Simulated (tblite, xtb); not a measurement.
p-xylene (C8H10), singlet, geometry from GFN2-xTB. Base run: xtb 6.7.1 with GFN1-xTB.

Geometry (Å):
```xyz
18

C      2.9001     0.1041     0.0779
C      1.4032     0.0383     0.0311
C      0.6968     0.6292    -1.0084
C     -0.6847     0.5849    -1.0430
C     -1.4025    -0.0518    -0.0391
C     -2.9011    -0.0833    -0.0654
C     -0.6962    -0.6414     1.0011
C      0.6852    -0.5971     1.0357
H      3.3190     0.1267    -0.9257
H      3.2179     1.0101     0.5956
H      3.3098    -0.7499     0.6125
H      1.2355     1.1277    -1.8023
H     -1.2136     1.0492    -1.8636
H     -3.2785    -0.9855     0.4108
H     -3.3020     0.7752     0.4749
H     -3.2726    -0.0411    -1.0868
H     -1.2347    -1.1442     1.7924
H      1.2144    -1.0656     1.8538
```
All else is at xtb's defaults.
Base energy -22.30372 Eh.

Programs used: tblite, xtb; a row that names a program was run with it.

The base run was repeated with changes; each row names its change, and settings that it needs were set with it.

| change | ΔE vs base (kJ/mol) | HOMO-LUMO gap (eV) | dipole (D) | G_solv (kcal/mol) | SCF cycles |
|---|---|---|---|---|---|
| base | 0.00 | 4.51 | 0.11 | - | 8 |
| etemp = 5000 | -1.51 | 4.51 | 0.11 | - | 8 |
| alpb = cs2 | -23.53 | 4.50 | 0.11 | -5.63 | 8 |
| program = tblite; method = gfn1; option = --grad | 0.00 | - | - | - | - |
| etemp = 10000 | -54.1 | 4.53 | 0.12 | - | 8 |
| gbsa = chcl3 | -23.93 | 4.49 | 0.11 | -5.76 | 8 |
| program = tblite; method = gfn1 | 0.00 | - | - | - | - |
| gbsa = water | -3.67 | 4.48 | 0.12 | -0.99 | 8 |
| alpb = benzene | -24.39 | 4.50 | 0.11 | -5.83 | 8 |
| etemp = 1000 | 0.00 | 4.51 | 0.11 | - | 8 |

ALPB and GBSA are two models with their own fitted parameters for each solvent, which aren't always the measured dielectric constant.
